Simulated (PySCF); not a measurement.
Unrelated species, one level of theory. Theory: TDDFT CAM-B3LYP/def2-SVPD, vertical, gas phase, core orbitals frozen in the response (PySCF). Geometries: GFN2-xTB; one conformer of each isolated species. Triplets are in the Tamm–Dancoff approximation.

Question: Rank by computed S1–T1 gap, lowest first.
A. `O=C=PC1CCCC1`
B. `FC(F)(F)C1=NC=CC=P1`
C. `C=NC[Si@@H](Cl)CC#N`
D. `[SiH3][SiH2]Cc1occn1`
E. `C(C)(=O)C/P=C/C=C`
F. `C=C[C@@H]1CC(F)=CO1`
G. `CC(=O)C1=NN=CO1`
H. `FCC1=CCC=CO1`

Answer: A (0.34 eV), G (0.53 eV), C (0.79 eV), B (0.94 eV), H (1.41 eV), F (1.72 eV), D (1.94 eV), E (2.10 eV).

| SMILES | S1−T1 (eV) | S1 (eV) | T1 (eV) | S1 mainly | T1 mainly | f(S1) |
| --- | --- | --- | --- | --- | --- | --- |
| O=C=PC1CCCC1 | 0.34 | 2.68 | 2.34 | H→L (98%) | H→L (98%) | 0.001 |
| CC(=O)c1nnco1 | 0.53 | 3.93 | 3.40 | H→L (89%) | H→L (85%) | 0.000 |
| C=NC[Si@@H](Cl)CC#N | 0.79 | 4.98 | 4.19 | H→L (93%) | H→L (91%) | 0.002 |
| FC(F)(F)c1ncccp1 | 0.94 | 4.05 | 3.11 | H-1→L (80%) | H→L (78%) | 0.004 |
| FCC1=CCC=CO1 | 1.41 | 5.32 | 3.91 | H→L (98%) | H→L (85%) | 0.010 |
| C=C[C@@H]1CC(F)=CO1 | 1.72 | 5.70 | 3.98 | H→L (92%) | H→L+2 (32%) | 0.021 |
| [SiH3][SiH2]Cc1ncco1 | 1.94 | 6.11 | 4.17 | H→L (88%) | H→L (70%) | 0.247 |
| C=C/C=P/CC(C)=O | 2.10 | 4.13 | 2.03 | H-1→L (44%) | H→L (93%) | 0.117 |

H and L stand for HOMO and LUMO. For `FC(F)(F)c1ncccp1`, `C=C[C@@H]1CC(F)=CO1` and `C=C/C=P/CC(C)=O` the leading configurations of S1 and T1 differ. Singlets come from full response and triplets from the Tamm–Dancoff approximation.
